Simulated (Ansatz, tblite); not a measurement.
Forces on InSi₁₉H₃₀, a doped nanocrystal cut from the lattice of silicon (In on an inner site) at its PBE-D4/def2-SVP geometry. Total charge 0; doublet.

In the def2 sets In takes a core potential; there is no spin–orbit coupling. The xTB rows come from tblite. Single mean-field runs in def2-SVP are fitted with def2-universal-jkfit.

GFN2-xTB (tblite), largest force 0.63 eV/Å:

```xyz
50
positions Å, forces eV/Å
Si   -1.915   -2.109   -0.891   -0.305   -0.419   -0.068
Si    1.018   -4.102    0.837   -0.044   -0.285   -0.106
Si    0.840    0.014   -2.852    0.252   -0.005   -0.458
Si    3.559   -2.182   -1.005    0.121   -0.153   -0.245
Si   -1.778   -1.661    3.136   -0.330   -0.180    0.161
Si   -2.218    1.700   -1.220   -0.395    0.360   -0.160
Si   -2.546    2.076    2.716   -0.338    0.145    0.075
In    0.748   -0.059    1.018   -0.080    0.194    0.074
Si    3.292    2.110   -0.419    0.241    0.253   -0.228
Si    0.280    4.229    0.515   -0.058    0.354   -0.154
Si   -0.591   -4.059   -0.889   -0.030   -0.262    0.062
Si   -3.008   -2.245    1.205   -0.092   -0.164    0.110
Si   -0.715   -0.094   -1.090   -0.273   -0.043   -0.401
Si    2.295   -2.123    0.988    0.368   -0.424    0.069
Si    2.296   -1.837   -2.971    0.236   -0.065   -0.121
Si    2.360    1.808   -2.568    0.189    0.049   -0.093
Si   -0.836    0.509    3.077   -0.046   -0.038    0.319
Si   -3.651    1.884    0.640   -0.172    0.164    0.098
Si   -1.133    3.785   -1.323   -0.042    0.268    0.018
Si    1.637    2.450    1.237    0.202    0.181    0.111
H    -2.989   -2.266   -1.945    0.342    0.133    0.300
H     0.295   -4.385    2.129    0.319   -0.051   -0.446
H     1.944   -5.267    0.574   -0.400    0.386    0.268
H     0.198    0.202   -4.208    0.118   -0.038    0.452
H     4.226   -3.533   -1.123   -0.096    0.597    0.071
H     4.652   -1.145   -0.982   -0.260   -0.473   -0.043
H    -0.672   -2.656    3.374   -0.388    0.300    0.041
H    -2.724   -1.734    4.316    0.509   -0.060   -0.362
H    -3.097    1.593   -2.448    0.316   -0.036    0.372
H    -3.566    1.867    3.813    0.439    0.226   -0.340
H    -2.001    3.471    2.871   -0.311   -0.513    0.068
H     4.160    0.942   -0.034   -0.184    0.444   -0.084
H     4.169    3.343   -0.467   -0.200   -0.579    0.117
H    -0.543    4.748    1.663    0.397   -0.046   -0.454
H     1.236    5.332    0.115   -0.415   -0.333    0.296
H    -1.538   -5.214   -0.660    0.417    0.377   -0.253
H     0.072   -4.276   -2.222   -0.347   -0.051    0.527
H    -3.400   -3.691    1.408   -0.008    0.603   -0.077
H    -4.280   -1.437    1.225    0.427   -0.438    0.047
H     3.249   -2.265    2.153   -0.182    0.067   -0.182
H     1.558   -3.093   -3.346    0.388    0.498    0.021
H     3.274   -1.536   -4.083   -0.439   -0.267    0.336
H     3.527    1.550   -3.493   -0.483    0.240    0.282
H     1.759    3.130   -2.970    0.358   -0.489    0.076
H    -0.101    0.798    4.364   -0.147   -0.067   -0.198
H    -4.614    0.729    0.712    0.269    0.566   -0.039
H    -4.465    3.145    0.469    0.170   -0.586    0.067
H    -2.189    4.866   -1.321    0.467   -0.368   -0.159
H    -0.341    3.927   -2.595   -0.411    0.065    0.472
H     2.269    2.766    2.572   -0.073   -0.036   -0.239
```

PBE-D4/def2-SVP (Ansatz), largest force 0.01 eV/Å:

```
Si -0.002 0.001 -0.004
Si 0.001 0.000 0.006
Si -0.002 -0.002 -0.003
Si -0.011 -0.002 0.001
Si -0.002 -0.004 0.006
Si -0.004 -0.008 -0.009
Si 0.005 0.001 0.004
In -0.001 0.001 0.002
Si 0.006 0.002 -0.002
Si 0.003 0.009 0.004
Si 0.004 -0.002 -0.005
Si -0.007 0.000 -0.002
Si 0.000 -0.006 0.004
Si 0.006 -0.001 0.002
Si 0.000 -0.001 0.000
Si 0.001 0.001 -0.006
Si 0.005 0.001 0.005
Si 0.000 0.002 0.002
Si -0.001 0.004 -0.001
Si -0.001 -0.004 0.012
H 0.002 0.000 0.002
H 0.004 0.003 -0.003
H -0.001 0.002 0.002
H 0.000 0.001 -0.003
H 0.003 -0.006 0.000
H 0.005 0.004 -0.001
H -0.005 0.003 0.000
H 0.004 0.002 -0.007
H 0.003 0.001 0.002
H 0.000 0.000 0.000
H -0.002 -0.001 -0.001
H -0.004 0.003 0.000
H -0.001 -0.001 0.001
H 0.004 -0.002 -0.002
H -0.004 -0.004 0.002
H 0.002 0.003 0.002
H -0.001 -0.001 0.002
H 0.000 0.002 -0.002
H 0.004 -0.002 0.001
H -0.005 0.001 -0.006
H 0.001 0.001 0.002
H -0.001 0.000 0.000
H -0.002 0.002 0.002
H 0.002 -0.003 0.002
H -0.002 0.000 -0.006
H 0.001 0.000 -0.002
H 0.000 0.001 0.001
H 0.002 0.000 0.002
H -0.002 -0.001 -0.001
H -0.004 -0.001 -0.005
```

ωB97M-V/def2-SVP (Ansatz), largest force 0.33 eV/Å:

```
Si -0.156 -0.040 -0.146
Si 0.046 -0.201 0.154
Si -0.067 0.020 -0.201
Si 0.239 -0.056 0.006
Si -0.007 -0.166 0.230
Si -0.138 0.014 -0.167
Si -0.092 0.192 0.182
In -0.028 -0.040 -0.055
Si 0.276 0.035 0.031
Si -0.010 0.276 0.100
Si -0.048 -0.205 -0.159
Si -0.251 -0.111 0.015
Si 0.036 -0.032 0.046
Si 0.105 0.006 0.135
Si 0.040 -0.129 -0.222
Si 0.088 0.138 -0.216
Si 0.110 0.038 0.220
Si -0.258 0.019 -0.025
Si -0.053 0.171 -0.188
Si 0.140 0.062 0.231
H 0.216 0.034 0.216
H 0.143 0.046 -0.264
H -0.187 0.241 0.043
H 0.126 -0.033 0.271
H -0.142 0.261 0.018
H -0.205 -0.205 -0.019
H -0.206 0.218 -0.047
H 0.203 0.033 -0.262
H 0.180 0.018 0.246
H 0.217 0.025 -0.225
H -0.111 -0.293 -0.027
H -0.190 0.228 -0.052
H -0.202 -0.255 0.015
H 0.183 -0.104 -0.242
H -0.181 -0.246 0.081
H 0.188 0.238 -0.036
H -0.151 0.033 0.282
H 0.089 0.285 -0.036
H 0.264 -0.175 0.009
H -0.206 0.041 -0.242
H 0.163 0.269 0.066
H -0.194 -0.053 0.226
H -0.227 0.046 0.194
H 0.136 -0.264 0.091
H -0.139 -0.057 -0.290
H 0.195 0.247 -0.019
H 0.175 -0.243 0.039
H 0.212 -0.217 0.016
H -0.175 -0.027 0.256
H -0.147 -0.083 -0.279
```
